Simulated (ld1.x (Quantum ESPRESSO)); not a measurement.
# u(r) = r·R(r): atom against pseudo-atom (La (Z = 57))

Columns: radius, all-electron u(r) and pseudo u(r) of the 6s shell (level -3.68 eV) of lanthanum in the configuration [Kr] 4d10 4f0 5s2 5p6 5d1 6s2 6p0; PBE, scalar-relativistic, PAW scheme, ld1.x (Quantum ESPRESSO) 7.5.

| r (bohr) | all-electron | pseudo |
| --- | --- | --- |
| 0.185 | 0.1012 | 0.2028 |
| 0.370 | -0.0689 | 0.3786 |
| 0.555 | -0.1545 | 0.5054 |
| 0.740 | -0.0118 | 0.5699 |
| 0.925 | 0.1541 | 0.5694 |
| 1.110 | 0.2459 | 0.5111 |
| 1.295 | 0.2547 | 0.4096 |
| 1.480 | 0.2018 | 0.2828 |
| 1.665 | 0.1125 | 0.1480 |
| 1.850 | 0.0075 | 0.0186 |
| 2.035 | -0.0987 | -0.0978 |
| 2.220 | -0.1975 | -0.1986 |
| 2.405 | -0.2842 | -0.2846 |
| 2.590 | -0.3572 | -0.3572 |
| 2.775 | -0.4164 | -0.4164 |
| 2.960 | -0.4626 | -0.4626 |
| 3.145 | -0.4972 | -0.4972 |
| 3.330 | -0.5214 | -0.5214 |
| 3.515 | -0.5368 | -0.5368 |
| 3.700 | -0.5443 | -0.5443 |
| 3.885 | -0.5453 | -0.5453 |
| 4.070 | -0.5406 | -0.5406 |
| 4.255 | -0.5312 | -0.5312 |
| 4.440 | -0.5180 | -0.5180 |
| 4.625 | -0.5017 | -0.5017 |
| 4.810 | -0.4831 | -0.4831 |

How many radial nodes do the two functions have?

The all-electron 6s function has n − l − 1 = 5 (the table is too coarse to show those close to the nucleus); the pseudo-wave has 1, since 1 lower shell of the same l stays in the valence.

At about which radius was the pseudo-wave matched?

2.60 bohr. The columns agree to 0.0005 from 2.40 bohr on; several derivatives are matched, so the curves merge somewhat inside the radius.

Is the pseudo-wave norm-conserving?

No, it belongs to a PAW set: the norm inside the radius is not constrained, and the difference is carried by the augmentation charge.
